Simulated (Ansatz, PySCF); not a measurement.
Ways to break one bond of CN(C)C(=O)N(C)C [1,1,3,3-tetramethylurea]:

A. CN(C)C(=O)N(C)C [1,1,3,3-tetramethylurea] → [CH3] (CH3) + C[N]C(=O)N(C)C
B. CN(C)C(=O)N(C)C -> [CH2]N(C)C(=O)N(C)C + H atom

Quantity: bond dissociation energy (enthalpy at 298 K, with B3LYP-D3(BJ) rigid-rotor harmonic-oscillator terms), kcal/mol. Structures are relaxed separately at B3LYP-D3(BJ)/def2-TZVP in Ansatz (a quantum-chemistry and plane-wave program), one conformer each, not searched for the lowest. Frequencies are from Ansatz or PySCF. Valence correlation only, unless marked. UHF or UKS for open shells. Spin-orbit coupling is left out. No relativistic terms. Basis-set limits of correlation are two-point, X^-3; Hartree-Fock from the larger set. [CCSD(T)-MP2]/basis is that difference in the basis named.

Rank them by bond dissociation energy at RI-MP2/CBS(cc-pVTZ,cc-pVQZ)+[CCSD(T)-MP2]/cc-pVTZ (Ansatz), lowest first.

A (81.9 kcal/mol), B (93.2 kcal/mol)
